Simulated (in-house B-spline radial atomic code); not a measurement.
Results of a calculation; reference values are marked as such.
Making a Troullier-Martins s channel for Sb, r_c = 1.46 bohr

Sb, [Kr] 4d10 5s2 5p3, non-relativistic LDA (VWN5), spherical and spin-unpolarised, from an all-electron radial atomic-structure program (B-spline basis) (atomic units). The all-electron 5s level is ε = -0.445603 hartree, its outermost node lies just inside 1.00 bohr and its outer maximum at 1.95 bohr.

Inside r_c the pseudo-orbital is u(r) = r^1 exp(p(r)), with p = c0 + c2 r² + c4 r⁴ + … + c12 r¹². The seven coefficients follow from p and its first four derivatives at r_c, from zero curvature of the screened potential at the origin, c4 = −c2²/(2l + 5), and from the norm inside r_c. At r_c the all-electron orbital has P = 0.5878766, P' = 0.7594721, the screened potential V = -2.201229, V' = 3.694946, V'' = -8.752201, and the norm inside is Q = 0.1150321.

Task: What are p, p' and p'' at r_c?

Result: p = ln(P/r_c^1) = ln(0.5878766/1.46) = -0.90967. p' = P'/P − 1/r_c = 1.29189 − 0.68493 = 0.60696. The radial equation gives p'' = 2(V − ε) − 2(1) p'/r_c − p'² = -3.51125 − (0.83145) − 0.36840 = -4.71110. Differentiating, p''' = 2V' + 2(1)p'/r_c² − 2(1)p''/r_c − 2p'p'' = 20.132, and p'''' = 2V'' − 4(1)p'/r_c³ + 4(1)p''/r_c² − 2(1)p'''/r_c − 2p''² − 2p'p''' = -123.53.

For a trial c2 the five matching conditions are linear in c0, c6, c8, c10 and c12, and c2 is varied until the norm inside r_c equals Q. The root nearest zero gives:

```csv
n,c_n
0,-0.03094266
2,-2.650975
4,-1.405534
6,5.430413
8,-3.86155
10,1.130333
12,-0.1221383
```

Task: Check c4 and p(r_c), and find the screened pseudopotential at the origin.

Result: −c2²/5 = -1.40553, as listed. The terms c_n r_c^n are -0.03094, -5.65082, -6.38635, 52.59567, -79.72317, 49.74333, -11.45740, which sum to -0.90968. Inverting the radial equation, V_l(r) = ε + 1 p'/r + (p'' + p'²)/2, so V_l(0) = ε + (2l + 3) c2 = -0.445603 + 3 × (-2.65097) = -8.3985 hartree, finite where the all-electron potential diverges.

Orbitals and screened potentials:

```csv
r (bohr),P,u,V all-electron,V pseudo
0.146,-0.008478,0.1337,-198.0,-8.336
0.365,0.07545,0.2453,-44.98,-6.51
0.584,-0.3495,0.2303,-18.44,-1.178
0.803,-0.2659,0.1943,-9.261,3.498
1.022,0.05804,0.2292,-5.245,5.409
1.241,0.3702,0.3847,-3.276,1.269
1.46,0.5879,0.5879,-2.201,-2.201
```

Logarithmic derivatives P'/P at R = 1.76 bohr, for energies E around ε:

```json
{"E − ε (hartree)": "-0.5", "all-electron": "0.754516", "pseudo": "0.730124"}
{"E − ε (hartree)": "-0.25", "all-electron": "0.547798", "pseudo": "0.539832"}
{"E − ε (hartree)": "-0.1", "all-electron": "0.415468", "pseudo": "0.413932"}
{"E − ε (hartree)": "0", "all-electron": "0.323318", "pseudo": "0.323317"}
{"E − ε (hartree)": "0.1", "all-electron": "0.227722", "pseudo": "0.225676"}
{"E − ε (hartree)": "0.25", "all-electron": "0.0772141", "pseudo": "0.0607045"}
{"E − ε (hartree)": "0.5", "all-electron": "-0.195512", "pseudo": "-0.311142"}
```

Task: With P(R) = 0.7321495 and a norm of 0.2514759 inside R, what slope in energy does norm conservation fix?

Result: d(P'/P)/dE = −2 × (norm inside R)/P(R)² = -0.9383 per hartree·bohr at E = ε, for both atoms, since orbital and norm agree at R. Differences over ±0.1 hartree give -0.9387 (all-electron) and -0.9413 (pseudo), which also hold third-order terms. Half a hartree below ε the two curves differ by -0.0244.
